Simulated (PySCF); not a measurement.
**From computed data to an observable: entropy of an ideal gas**

C₂HCl₃, SMILES C(Cl)(Cl)=CCl (connectivity only; charge and spin as stated), charge +1, multiplicity 2.

Coordinates come from a B3LYP-D3(BJ)/def2-SVP optimisation. The spin state was assumed, not searched.

B3LYP-D3(BJ)/def2-SVP (PySCF) gives the harmonic wavenumbers 150, 183, 293, 405, 471, 662, 805, 947, 1030, 1274, 1428, 3192 cm⁻¹ and the rotational temperatures 0.1849, 0.0742, 0.0529 K. The molar mass is 131.38 g/mol, the symmetry number 1, the spin multiplicity 2.

### Question
Work out the entropy at 298.15 K and 1 atm in the rigid-rotor, harmonic-oscillator model.

### Answer

Translation (Sackur–Tetrode at 1 atm): S = R[1.5 ln M + 2.5 ln T − 1.16487] = 169.6 J/(mol K).
Rotation: q = (√π/σ) T^1.5/√(θA θB θC) = 339000, S = R[ln q + 3/2] = 118.3 J/(mol K).
Vibration: with u = 1.4388 ν/T, each mode gives R[u/(e^u − 1) − ln(1 − e^−u)]:
| ν (cm⁻¹) | modes | u | S (J/(mol K)) |
|---|---|---|---|
| 150 | 1 | 0.72 | 11.18 |
| 183 | 1 | 0.88 | 9.61 |
| 293 | 1 | 1.41 | 6.09 |
| 405 | 1 | 1.95 | 3.95 |
| 471 | 1 | 2.27 | 3.07 |
| 662 | 1 | 3.19 | 1.48 |
| 805 | 1 | 3.88 | 0.85 |
| 947 | 1 | 4.57 | 0.48 |
| 1030 | 1 | 4.97 | 0.35 |
| 1274 | 1 | 6.15 | 0.13 |
| 1428 | 1 | 6.89 | 0.07 |
The stiffer modes add less than 0.005 each. Sum 37.3 J/(mol K).
Spin: R ln 2 = 5.8 J/(mol K).
Total 331.0 J/(mol K); the program's own thermochemistry gives 331.0. Translation makes up 51 % and vibration 11 %. Anharmonicity, hindered rotation and orbital degeneracy are left out.
